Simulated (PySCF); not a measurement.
This PySCF input asks for the NMR shieldings of `CO[Si@@H]1[SiH2][SiH2][SiH2][Si@@H]1C`, C₂H₁₄OSi₅; the geometry comes from GFN2-xTB.

```python
import basis_set_exchange as bse
import numpy as np
from pyscf import gto, dft
from pyscf.prop import nmr

atoms = """
C     2.755338   -1.221135    0.634836
O     1.520831   -1.086467    0.013342
Si    1.031882    0.128514   -0.977271
Si    1.084216    2.139185    0.219529
Si   -0.953184    2.264321    1.363388
Si   -2.379656    0.634766    0.476953
Si   -1.194070   -0.523940   -1.186200
C    -1.479898   -2.407357   -1.106161
H     2.716220   -2.091943    1.290597
H     2.992282   -0.333895    1.228999
H     3.548727   -1.365091   -0.103345
H     1.932206    0.126601   -2.150447
H     1.255139    3.294571   -0.671914
H     2.231756    2.271477    1.135886
H    -1.539583    3.609532    1.294218
H    -0.764507    2.073455    2.810162
H    -3.614188    1.243104   -0.040986
H    -2.882913   -0.250316    1.539435
H    -1.675050   -0.096576   -2.518210
H    -1.006458   -2.917208   -1.941379
H    -1.052207   -2.812296   -0.193289
H    -2.537291   -2.659918   -1.118993
"""
names = dict.fromkeys(["C", "O", "Si", "H"], "pcSseg-1")
basis = {el: gto.basis.parse(bse.get_basis(n, elements=[el], fmt="nwchem")) for el, n in names.items()}
mol = gto.M(atom=atoms, basis=basis, charge=0, verbose=0)
mf = dft.RKS(mol, xc="PBE0")
mf.grids.level = 2
mf.grids.alignment = dft.numint.BLKSIZE   # the property module wants whole blocks of grid points
mf.conv_tol = 1e-9
mf.kernel()

calc = nmr.RKS(mf)   # GIAO
C = mf.mo_coeff
Co = C[:, mf.mo_occ > 0]
resp = mf.gen_response(singlet=True, hermi=2)
def vind(x):   # induced exchange potential for any number of trial vectors
    d = np.einsum("pi,xij,qj->xpq", C, 2 * x.reshape(-1, C.shape[1], Co.shape[1]), Co, optimize=True)
    return np.einsum("xpq,pi,qj->xij", resp(d - d.transpose(0, 2, 1)), C, Co, optimize=True).ravel()
mo1, _ = nmr.rhf.solve_mo1(calc, with_cphf=vind)
sigma = calc.kernel(mo1)
for i, s in enumerate(sigma):   # ppm
    w = np.linalg.eigvalsh((s + s.T) / 2)
    print("%2d %-2s iso %8.1f  s11 %8.1f  s22 %8.1f  s33 %8.1f" % (i, mol.atom_pure_symbol(i), w.mean(), *w))
```

Question: What are the results?

Answer: 
```
 0 C  iso    131.2  s11    103.8  s22    104.1  s33    185.7
 1 O  iso    352.5  s11    273.3  s22    381.3  s33    402.9
 2 Si iso    345.7  s11    267.4  s22    330.6  s33    439.0
 3 Si iso    486.4  s11    467.4  s22    475.0  s33    516.8
 4 Si iso    472.4  s11    450.5  s22    464.4  s33    502.3
 5 Si iso    471.7  s11    447.6  s22    466.4  s33    501.1
 6 Si iso    429.1  s11    378.0  s22    428.1  s33    481.2
 7 C  iso    195.3  s11    189.3  s22    195.7  s33    201.1
 8 H  iso     27.8  s11     23.0  s22     25.4  s33     35.1
 9 H  iso     28.3  s11     23.2  s22     27.5  s33     34.2
10 H  iso     28.3  s11     24.2  s22     25.2  s33     35.5
11 H  iso     25.7  s11     22.7  s22     23.9  s33     30.6
12 H  iso     28.8  s11     24.6  s22     26.0  s33     35.7
13 H  iso     27.9  s11     24.0  s22     25.8  s33     34.1
14 H  iso     28.2  s11     23.8  s22     25.5  s33     35.2
15 H  iso     28.1  s11     24.1  s22     25.5  s33     34.6
16 H  iso     28.2  s11     24.0  s22     25.7  s33     35.0
17 H  iso     28.3  s11     24.3  s22     26.0  s33     34.5
18 H  iso     27.8  s11     24.5  s22     25.5  s33     33.4
19 H  iso     31.2  s11     25.7  s22     28.2  s33     39.7
20 H  iso     31.3  s11     26.2  s22     30.0  s33     37.6
21 H  iso     31.3  s11     25.5  s22     28.9  s33     39.4
```

These numbers come from an equivalent density-fitted implementation of the same equations, which agrees with the script to about 0.01 ppm for H and up to a few tenths of a ppm for heavy atoms, so last digits may differ.

Question: Turn these shieldings into chemical shifts. δ = σ(ref) − σ, references computed at the same level: TMS for 13C (186.93 ppm), 29Si (349.16 ppm), 1H (31.72 ppm); 17O (336.08 ppm) vs H2O.

Answer: Averaging equivalent atoms: C 0: 55.7; C 7: -8.4; O 1: -16.4; Si 2: 3.5; Si 6: -79.9; Si 5: -122.5; Si 4: -123.2; Si 3: -137.3; H 11: 5.98; H 18: 3.89; H 13: 3.77; H 15: 3.64; H 8/9/10: 3.57; H 14: 3.51; H 16: 3.51; H 17: 3.43; H 12: 2.96; H 19/20/21: 0.46 ppm. Experimental scales use liquid or dissolved standards, which lie at an offset from isolated H2O (liquid H2O: subtract about 36 ppm).

Size and cost of the density-fitted run: 241 basis functions, 110 s wall time on 1 thread of an Intel Xeon, shared host; peak memory 1.1 GiB.
